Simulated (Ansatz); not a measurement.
Coupled-cluster diagnostics for GeMe2 (C₂H₆Ge), Ansatz.

Geometry of the singlet (B3LYP-D4/def2-TZVP):

```tsv
atom	x (Å)	y (Å)	z (Å)
C1	0.845	0.065	1.224
C2	-0.897	-0.045	-1.187
Ge3	-1.088	0.397	0.768
H4	1.473	0.756	0.652
H5	1.130	-0.948	0.925
H6	1.053	0.196	2.285
H7	-0.582	-1.089	-1.288
H8	-0.111	0.570	-1.637
H9	-1.824	0.098	-1.741
```

Correlated methods freeze 11 core orbitals; core or outer-core shells of Ge are correlated, in sets that lack core-valence functions.

Estimate the CCSD(T) correlation energy, the shares of MP2 and (T), T1 and the reference's ⟨S²⟩ for: charge 0, singlet, own geometry in def2-TZVP; and the rough time on 2 threads of Arm Neoverse V2 on a shared host.


```tsv
state	basis	correlation (eV)	MP2 share (%)	(T) share (%)	T1	⟨S²⟩ (pure)	wall time	remarks
charge 0, singlet, own geometry	def2-TZVP	-17.335	90.9	3.7	0.011	0.00 (0.00)	27 s	restricted SCF unstable
```
Customary marks for T1 are 0.02 (closed shells), 0.045 (open shells) and about 0.05 (3d metals). T1 stays under 0.02 throughout.
